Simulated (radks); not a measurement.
Results of a calculation; reference values are marked as such.
Task: Coherent X-ray form factor from a spherical all-electron density. Code: a radial shooting solver on a logarithmic mesh with Libxc functionals. Model: Dirac Kohn-Sham, relativistic LDA (MacDonald-Vosko exchange, VWN5 correlation), spin-unpolarised, spherical densities, finite nucleus; Fermi nuclear charge, rms radius of each element as measured or else 0.836 A^(1/3) + 0.57 fm.

| sin(theta)/lambda (1/angstrom) | f0 (electrons) |
|---|---|
| 0.05 | 47.912 |
| 0.1 | 47.650 |
| 0.15 | 47.219 |
| 0.2 | 46.625 |
| 0.25 | 45.879 |
| 0.3 | 44.994 |
| 0.4 | 42.862 |
| 0.5 | 40.361 |
| 0.6 | 37.633 |
| 0.8 | 32.030 |
| 1 | 26.937 |
| 1.25 | 21.963 |
| 1.5 | 18.567 |
| 2 | 14.657 |

The species is in the configuration that NIST lists as its ground one. Which atom or ion scatters so?

Result: The iridium ion Ir29+, [Kr] 4d10 4f2. Extrapolating in s^2 from the first two rows gives f0(0) = 48.0, near the electron count 48; among species with that count, the fall with angle is slower the higher Z, and the table is that of Z = 77; from so few rows the species is fixed only to a neighbour or two.
